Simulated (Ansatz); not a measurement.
Input for Ansatz (a first-principles code): U-CCSD(T)/cc-pVDZ on O2 (SMILES O=O).

Ansatz 0.2 input:
```yaml
crystal:
  periodic: [false, false, false]
  atoms:
    - {symbol: O, position_ang: [-0.00000000, 0.00000000, -0.60215480]}
    - {symbol: O, position_ang: [0.00000000, -0.00000000, 0.60215480]}
basis:
  gaussian:
    orbitals: cc-pVDZ
magnetization: {spin_polarized: true, initial_magnetization: 2}
correlation: {method: ccsd_t, electrons: outside_noble_gas}
scf: {omitted_lower_state_checks: [cluster_reference]}
```

Output:

```
WARN ansatz: RAYON_NUM_THREADS=1 ignored (pool sized by the plan → 1); use --threads N
Functional definition: HF
these checks for a lower state are left out or cut short: cluster_reference
integrals: 0.00 GiB planned
261 factors; integrals over basis functions are off by at most 1.1e-3 eV
mean field: 0.05 GiB planned
mean field evaluation 1: about -4070.9030 eV, gradient 1.4e1 eV
mean field evaluation 2: about -4070.9066 eV, gradient 1.4e1 eV
mean field evaluation 4: about -4071.5805 eV, gradient 1.3e0 eV
mean field evaluation 8: about -4071.5935 eV, gradient 4.0e-5 eV
mean field evaluation 16: about -4071.5926 eV, gradient 1.2e-1 eV
mean field -4071.59354059 eV, -149.6283027915 hartree, gradient 7.5e-7 eV, S^2 2.032880; 2 other end points of the search recorded, 0 dependent functions left out
2 core orbitals not correlated
reference -4071.59354059 eV, -149.6283027915 hartree; 7, 5 occupied and 19, 21 virtual orbitals, 261 factors
second order -9.35971532 eV of doubles, -0.00000000 eV of singles
coupled cluster: 0.06 GiB planned
cycle   1  -9.10484357 eV  change    2.5e-1 eV  update   7.1e-2
cycle   2  -9.40884406 eV  change   -3.0e-1 eV  update   2.0e-2
cycle   3  -9.46190226 eV  change   -5.3e-2 eV  update   7.9e-3
cycle   4  -9.46149874 eV  change    4.0e-4 eV  update   1.4e-3
cycle   5  -9.46143888 eV  change    6.0e-5 eV  update   3.9e-4
cycle   6  -9.46156935 eV  change   -1.3e-4 eV  update   1.2e-4
cycle   7  -9.46162631 eV  change   -5.7e-5 eV  update   2.6e-5
cycle   8  -9.46161927 eV  change    7.0e-6 eV  update   6.0e-6
perturbative correction -0.26195047 eV, -0.0096265021 hartree
Total energy: -4081.31711033 eV, -149.9856373884 hartree
Checks for a lower state left out: cluster_reference
```

Self-consistency was reached.

Cost: about 1.0 core-seconds (a rough figure).
